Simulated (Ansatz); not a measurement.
C₄H₁₀O, charge -1, doublet, at the geometry of the source list (a state made from the parent by changing its charge; the spin is typed, not shown lowest) (a gas-phase anion, which may not be bound at this level); MP2/STO-3G (Ansatz, a first-principles code).

Ansatz was given this input:
Ansatz 0.2 input:
```yaml
crystal:
  periodic: [false, false, false]
  atoms:
    - {symbol: C, position_ang: [2.33990000, 0.29140000, -0.07890000]}
    - {symbol: C, position_ang: [0.85370000, 0.58230000, 0.05270000]}
    - {symbol: O, position_ang: [0.20670000, -0.58960000, 0.50070000]}
    - {symbol: C, position_ang: [-1.18120000, -0.45810000, 0.70320000]}
    - {symbol: C, position_ang: [-1.99870000, -0.47500000, -0.58790000]}
    - {symbol: H, position_ang: [2.74080000, -0.02680000, 0.87880000]}
    - {symbol: H, position_ang: [2.49490000, -0.50500000, -0.80050000]}
    - {symbol: H, position_ang: [2.86400000, 1.18340000, -0.41010000]}
    - {symbol: H, position_ang: [0.68380000, 1.39660000, 0.77700000]}
    - {symbol: H, position_ang: [0.44960000, 0.90350000, -0.91850000]}
    - {symbol: H, position_ang: [-1.39240000, 0.46320000, 1.26820000]}
    - {symbol: H, position_ang: [-1.45480000, -1.31780000, 1.32140000]}
    - {symbol: H, position_ang: [-3.05810000, -0.48750000, -0.34760000]}
    - {symbol: H, position_ang: [-1.75520000, -1.36380000, -1.16360000]}
    - {symbol: H, position_ang: [-1.79300000, 0.40310000, -1.19500000]}
basis:
  gaussian:
    orbitals: STO-3G
total_charge: -1
magnetization: {spin_polarized: true, initial_magnetization: 1}
correlation: {method: mp2}
```

It wrote (shortened):

```
Functional definition: HF
501 factors; integrals over basis functions are off by at most 3.0e-5 eV
mean field evaluation 1: about -6222.7464 eV, gradient 1.7e1 eV
mean field evaluation 2: about -6223.2313 eV, gradient 1.7e1 eV
mean field evaluation 4: about -6225.8316 eV, gradient 2.7e0 eV
mean field evaluation 8: about -6226.0609 eV, gradient 6.9e-2 eV
mean field -6226.05709662 eV, -228.8033781278 hartree, gradient 2.6e-6 eV, S^2 0.768535; 0 other end points of the search recorded, 0 dependent functions left out
5 core orbitals not correlated
reference -6226.05709662 eV, -228.8033781278 hartree; 17, 16 occupied and 13, 14 virtual orbitals, 501 factors
second order -6.43587675 eV of doubles, -0.00000000 eV of singles
Total energy: -6232.49297337 eV, -229.0398922358 hartree
```
